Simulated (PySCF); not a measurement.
**Arsenic: highly charged ions in a basis for the neutral atom**

As²¹⁺ [Ne] 3s2, As²²⁺ [Ne] 3s1. Calculation: PySCF 2.14, in cc-pVDZ-PP with ECP10MDF (4s3p2d, 23 functions); a scalar-relativistic core potential. No spin-orbit coupling, so a gap to NIST mixes the basis error with missing relativistic terms.

Changed run: basis of the neutral atom used for a highly charged ion. This setting is unsound on purpose.

```csv
species,method,sound run (hartree),changed run (hartree),converged
As²¹⁺,UHF,not run,-66.37527,yes
As²¹⁺,PBE0,not run,-66.45634,yes
As²¹⁺,TPSS,not run,-66.50538,yes
As²²⁺,UHF,not run,-33.97003,yes
As²²⁺,PBE0,not run,-33.99142,yes
As²²⁺,TPSS,not run,-34.00942,yes
```

Ionisation energy of As²¹⁺:

| method | changed run (eV) | NIST (eV) |
| --- | --- | --- |
| UHF | 881.79 | 911.7 ± 1.1 |
| PBE0 | 883.42 | 911.7 ± 1.1 |
| TPSS | 884.26 | 911.7 ± 1.1 |

The contracted functions were made for the neutral atom and can be too rigid for a highly charged ion.
